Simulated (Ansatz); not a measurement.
The lowest singlet and triplet of CH2O (SMILES [CH]O); geometries from B3LYP-D3(BJ)/def2-TZVP, each state relaxed from the structure named, with no frequency check.
Singlet (charge 0, multiplicity 1):
```xyz
4

C      0.725     0.190    -0.001
O     -0.573     0.069     0.002
H      1.159    -0.843    -0.006
H     -0.922    -0.846     0.000
```

A positive gap puts the triplet lower; no zero-point energy. U- takes an unrestricted singlet (broken symmetry where lower, unprojected). The triplet is unrestricted in single-reference levels. Active spaces average the two states.

Correlated levels freeze the cores.

Run with Ansatz (Gaussian orbitals). Each number belongs to the level named beside it.

Task: Predict the gap E(singlet) − E(triplet), vertical, at the singlet's geometry from U-HF/cc-pVTZ (spin-contaminated).

Result: -16.0 kcal/mol

Task: Give the gap E(singlet) − E(triplet), vertical, at the singlet's geometry at the level FIC-MRCISD+Q on SA-CASSCF(2,2)/cc-pVQZ.

Result: -35.2 kcal/mol

Task: What gap E(singlet) − E(triplet), vertical, at the singlet's geometry does U-PBE0/def2-TZVPP give?

Result: -28.4 kcal/mol

Ansatz is a quantum-chemistry and plane-wave program.
